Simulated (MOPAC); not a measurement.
A run for MOPAC: PM3 on C5H12 (SMILES CCCCC), a point of a torsion scan.

```
PM3 1SCF PRECISE CHARGE=0 THREADS=1
C5H12

C      2.32450392 1     0.67715513 1     0.36429098 1
C      1.02868693 1    -0.06318280 1     0.67678549 1
C      0.06991959 1    -0.09382358 1    -0.52579822 1
C     -0.26969643 1    -1.50957581 1    -0.99358137 1
C     -1.16403384 1    -2.25166305 1    -0.00735667 1
H      2.84349997 1     0.20252413 1    -0.46583898 1
H      2.98563120 1     0.67320592 1     1.22854239 1
H      2.11991111 1     1.71152975 1     0.09562909 1
H      1.27723127 1    -1.08391510 1     0.97306111 1
H      0.54526512 1     0.41305769 1     1.53151383 1
H     -0.85874958 1     0.42474388 1    -0.28002349 1
H      0.52803731 1     0.44394753 1    -1.35858268 1
H     -0.78089092 1    -1.45110863 1    -1.95769787 1
H      0.65528486 1    -2.07087507 1    -1.14455199 1
H     -1.37899929 1    -3.25531778 1    -0.36767854 1
H     -0.68679306 1    -2.33316017 1     0.96616773 1
H     -2.10676280 1    -1.72359306 1     0.11942421 1
```

The log:

```
*******************************************************************************
 **                                                                           **
 **                              MOPAC v23.2.5                                **
 **                                                                           **
 *******************************************************************************
 ** MOPAC's Digital Object Identifier: https://doi.org/10.5281/zenodo.6511958 **
 **                                                                           **
 ** Please cite the open-source release paper for use of this MOPAC version:  **
 ** J. E. Moussa and J. J. P. Stewart (2026)                                  **
 ** MOPAC: An open-source semiempirical molecular orbital program             **
 ** J. Open Source Softw., 11(119), 8025, https://doi.org/10.21105/joss.08025 **
 *******************************************************************************

                              PM3 CALCULATION RESULTS

 *******************************************************************************
 *  PM3        - The PM3 Hamiltonian to be used
 *
 *
 *
 *                 CHARGE ON SYSTEM = 0
 *
 *
 *
 *  PRECISE    - TIGHTER CRITERIA TO BE USED
 *  1SCF       - DO 1 SCF AND THEN STOP
 *  THREADS=1  - MULTI-THREADING NOT USED
 *  T=         - A TIME OF 172800.0 SECONDS REQUESTED
 *  DUMP=N     - RESTART FILE WRITTEN EVERY 7200.0 SECONDS REQUESTED
 *******************************************************************************
PM3 1SCF PRECISE CHARGE=0 THREADS=1
 C5H12

   ATOM   CHEMICAL          X               Y               Z
  NUMBER   SYMBOL      (ANGSTROMS)     (ANGSTROMS)     (ANGSTROMS)

     1       C          2.32450392  *   0.67715513  *   0.36429098  *
     2       C          1.02868693  *  -0.06318280  *   0.67678549  *
     3       C          0.06991959  *  -0.09382358  *  -0.52579822  *
     4       C         -0.26969643  *  -1.50957581  *  -0.99358137  *
     5       C         -1.16403384  *  -2.25166305  *  -0.00735667  *
     6       H          2.84349997  *   0.20252413  *  -0.46583898  *
     7       H          2.98563120  *   0.67320592  *   1.22854239  *
     8       H          2.11991111  *   1.71152975  *   0.09562909  *
     9       H          1.27723127  *  -1.08391510  *   0.97306111  *
    10       H          0.54526512  *   0.41305769  *   1.53151383  *
    11       H         -0.85874958  *   0.42474388  *  -0.28002349  *
    12       H          0.52803731  *   0.44394753  *  -1.35858268  *
    13       H         -0.78089092  *  -1.45110863  *  -1.95769787  *
    14       H          0.65528486  *  -2.07087507  *  -1.14455199  *
    15       H         -1.37899929  *  -3.25531778  *  -0.36767854  *
    16       H         -0.68679306  *  -2.33316017  *   0.96616773  *
    17       H         -2.10676280  *  -1.72359306  *   0.11942421  *



          CARTESIAN COORDINATES

    NO.       ATOM           X           Y           Z

     1         C          2.3245      0.6772      0.3643
     2         C          1.0287     -0.0632      0.6768
     3         C          0.0699     -0.0938     -0.5258
     4         C         -0.2697     -1.5096     -0.9936
     5         C         -1.1640     -2.2517     -0.0074
     6         H          2.8435      0.2025     -0.4658
     7         H          2.9856      0.6732      1.2285
     8         H          2.1199      1.7115      0.0956
     9         H          1.2772     -1.0839      0.9731
    10         H          0.5453      0.4131      1.5315
    11         H         -0.8587      0.4247     -0.2800
    12         H          0.5280      0.4439     -1.3586
    13         H         -0.7809     -1.4511     -1.9577
    14         H          0.6553     -2.0709     -1.1446
    15         H         -1.3790     -3.2553     -0.3677
    16         H         -0.6868     -2.3332      0.9662
    17         H         -2.1068     -1.7236      0.1194

  H: (PM3): J. J. P. STEWART, J. COMP. CHEM. 10, 209 (1989).
  C: (PM3): J. J. P. STEWART, J. COMP. CHEM. 10, 209 (1989).

           Empirical Formula: C5 H12  =    17 atoms



      MOLECULAR POINT GROUP   :   C1


      RHF CALCULATION, NO. OF DOUBLY OCCUPIED LEVELS = 16


 -------------------------------------------------------------------------------
 PM3 1SCF PRECISE CHARGE=0 THREADS=1
 C5H12



     1SCF WAS SPECIFIED, SO BFGS WAS NOT USED
     SCF FIELD WAS ACHIEVED


                              PM3 CALCULATION
                                                       MOPAC v23.2.5 Linux




          FINAL HEAT OF FORMATION =        -31.18416 KCAL/MOL =    -130.47451 KJ/MOL


          COSMO AREA              =        133.95 SQUARE ANGSTROMS
          COSMO VOLUME            =        123.16 CUBIC ANGSTROMS

          IONIZATION POTENTIAL    =         11.471759 EV
          HOMO LUMO ENERGIES (EV) =        -11.472  3.516
          NO. OF FILLED LEVELS    =         16
          MOLECULAR WEIGHT        =         72.1498         POINT GROUP:  C1

          MOLECULAR DIMENSIONS (Angstroms)

            Atom       Atom       Distance
            H    15    H     8     6.09316
            H    13    H     7     3.42616
            H    17    H     6     2.96777


          SCF CALCULATIONS        =          1





   ATOM   CHEMICAL          X               Y               Z
  NUMBER   SYMBOL      (ANGSTROMS)     (ANGSTROMS)     (ANGSTROMS)

     1       C          2.32450392  *   0.67715513  *   0.36429098  *
     2       C          1.02868693  *  -0.06318280  *   0.67678549  *
     3       C          0.06991959  *  -0.09382358  *  -0.52579822  *
     4       C         -0.26969643  *  -1.50957581  *  -0.99358137  *
     5       C         -1.16403384  *  -2.25166305  *  -0.00735667  *
     6       H          2.84349997  *   0.20252413  *  -0.46583898  *
     7       H          2.98563120  *   0.67320592  *   1.22854239  *
     8       H          2.11991111  *   1.71152975  *   0.09562909  *
     9       H          1.27723127  *  -1.08391510  *   0.97306111  *
    10       H          0.54526512  *   0.41305769  *   1.53151383  *
    11       H         -0.85874958  *   0.42474388  *  -0.28002349  *
    12       H          0.52803731  *   0.44394753  *  -1.35858268  *
    13       H         -0.78089092  *  -1.45110863  *  -1.95769787  *
    14       H          0.65528486  *  -2.07087507  *  -1.14455199  *
    15       H         -1.37899929  *  -3.25531778  *  -0.36767854  *
    16       H         -0.68679306  *  -2.33316017  *   0.96616773  *
    17       H         -2.10676280  *  -1.72359306  *   0.11942421  *

                             CARTESIAN COORDINATES

   1    C        2.324503920     0.677155130     0.364290980
   2    C        1.028686930    -0.063182800     0.676785490
   3    C        0.069919590    -0.093823580    -0.525798220
   4    C       -0.269696430    -1.509575810    -0.993581370
   5    C       -1.164033840    -2.251663050    -0.007356670
   6    H        2.843499970     0.202524130    -0.465838980
   7    H        2.985631200     0.673205920     1.228542390
   8    H        2.119911110     1.711529750     0.095629090
   9    H        1.277231270    -1.083915100     0.973061110
  10    H        0.545265120     0.413057690     1.531513830
  11    H       -0.858749580     0.424743880    -0.280023490
  12    H        0.528037310     0.443947530    -1.358582680
  13    H       -0.780890920    -1.451108630    -1.957697870
  14    H        0.655284860    -2.070875070    -1.144551990
  15    H       -1.378999290    -3.255317780    -0.367678540
  16    H       -0.686793060    -2.333160170     0.966167730
  17    H       -2.106762800    -1.723593060     0.119424210


           Empirical Formula: C5 H12  =    17 atoms



      MOLECULAR POINT GROUP   :   C1


                  EIGENVALUES
 -38.88348 -32.57981 -26.31948 -22.62049 -20.11183 -16.42516 -15.82595 -15.05369
 -14.35592 -13.83696 -13.31825 -12.74877 -12.27716 -11.92224 -11.59730 -11.47176
   3.51564   3.73044   3.92866   4.06189   4.09227   4.13431   4.23047   4.31659
   4.46148   4.51950   4.73618   4.84306   4.90012   5.16003   5.24844   5.27760


              NET ATOMIC CHARGES AND DIPOLE CONTRIBUTIONS

  ATOM NO.   TYPE          CHARGE      No. of ELECS.   s-Pop       p-Pop
    1          C          -0.108910        4.1089     1.13825     2.97066
    2          C          -0.103261        4.1033     1.16034     2.94292
    3          C          -0.102567        4.1026     1.16302     2.93954
    4          C          -0.098949        4.0989     1.15925     2.93970
    5          C          -0.112158        4.1122     1.13744     2.97471
    6          H           0.038268        0.9617     0.96173
    7          H           0.037133        0.9629     0.96287
    8          H           0.037378        0.9626     0.96262
    9          H           0.052953        0.9470     0.94705
   10          H           0.047384        0.9526     0.95262
   11          H           0.049596        0.9504     0.95040
   12          H           0.051292        0.9487     0.94871
   13          H           0.046495        0.9535     0.95351
   14          H           0.049692        0.9503     0.95031
   15          H           0.037303        0.9627     0.96270
   16          H           0.040431        0.9596     0.95957
   17          H           0.037921        0.9621     0.96208
 DIPOLE           X         Y         Z       TOTAL
 POINT-CHG.     0.023    -0.021    -0.013     0.034
 HYBRID         0.001     0.004     0.001     0.004
 SUM            0.023    -0.018    -0.012     0.032


          ATOMIC ORBITAL ELECTRON POPULATIONS

     Atom    s        px        py        pz
    1  C   1.13825   0.96919   0.99578   1.00570
    2  C   1.16034   0.95969   1.00725   0.97598
    3  C   1.16302   0.99184   0.96804   0.97966
    4  C   1.15925   0.99524   0.96049   0.98397
    5  C   1.13744   0.99065   0.99325   0.99081
    6  H   0.96173
    7  H   0.96287
    8  H   0.96262
    9  H   0.94705
   10  H   0.95262
   11  H   0.95040
   12  H   0.94871
   13  H   0.95351
   14  H   0.95031
   15  H   0.96270
   16  H   0.95957
   17  H   0.96208

 **********************
 *                    *
 * JOB ENDED NORMALLY *
 *                    *
 **********************




 == MOPAC DONE ==
```

The run finished.

Cost: about 0.010 core-seconds (a rough figure).
